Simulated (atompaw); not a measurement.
**calcium (Ca): one change to a PAW (atompaw) potential, before and after**

| Property | Result |
| --- | --- |
| Element | calcium |
| Generator | atompaw 4.2.0.5 |
| Type | PAW |
| Functional | PBE |
| Relativity | scalar-relativistic |
| Frozen core | [Ne] 3s2 |
| Valence charge | 8 |
| Reference configuration | 3p6 3d0 4s0 4p0 (charge +2) |
| Partial waves | 4s (bound, empty): rc 3.00 bohr; 4s channel at 1 Ry: rc 3.00 bohr; 3p (bound): rc 1.55 bohr; 4p (bound, empty): rc 2.40 bohr; 3d (bound, empty): rc 3.00 bohr; 3d channel at -0.75 Ry: rc 2.70 bohr |
| Local potential | ultrasoft scheme with l = 3 at -0.5 Ry, radius 2.45 bohr |
| Core correction | smooth core density matched at 2.20 bohr |
| Augmentation charge | gaussian compensation charge, radius 2.25 bohr; PAW radius 3.00 bohr; waves and projectors: custom polynom2 7 10 vanderbiltortho |

All-electron outer shells of the reference configuration (PBE, scalar-relativistic, ld1.x):

| shell | level (eV) | outermost node (bohr) | outermost maximum (bohr) |
| --- | --- | --- | --- |
| 3s | -62.24 | 0.45 | 0.99 |
| 3p | -43.06 | 0.42 | 1.04 |
| 3d | -15.93 | – | 1.21 |
| 4s | -14.54 | 1.40 | 2.87 |
| 4p | -10.66 | 1.56 | 3.33 |

Change: all radii scaled by about 1.15 (s 3.44, p 1.78, d 3.44 bohr); local potential ultrasoft scheme with l = 3 at -0.5 Ry, radius 2.82 bohr; augmentation gaussian compensation charge, radius 2.58 bohr; PAW radius 3.44 bohr; waves and projectors: custom polynom2 7 10 vanderbiltortho; core correction smooth core density matched at 2.52 bohr.

Cutoffs: the cutoffs (Ry, on a coarse ladder) from which the occupation-weighted sum of valence levels, in a spherical-Bessel basis at the reference potential, stays within 10 and 1 mRy of its value at 400 Ry; they do not see the model core or the augmentation charge, which bear on the density cutoff.

Task: What does the change do?

Result: The potential gets softer (25 Ry and 70 Ry → 21 Ry and 25 Ry); neither file shows a bound ghost. A larger radius leaves more room for a smooth pseudo-wave, so fewer plane waves are needed.

```json
{"quantity": "cutoff, loose", "base": "25 Ry", "changed": "21 Ry"}
{"quantity": "cutoff, tight", "base": "70 Ry", "changed": "25 Ry"}
{"quantity": "bound ghosts", "base": "none", "changed": "none"}
{"quantity": "lowest overlap eigenvalue by channel", "base": "s 0.82, p 0.52, d 1.00", "changed": "s 0.76, p 0.55, d 1.00"}
```

 The cutoffs see the waves, projectors and local potential, not the compensation charge or the core.
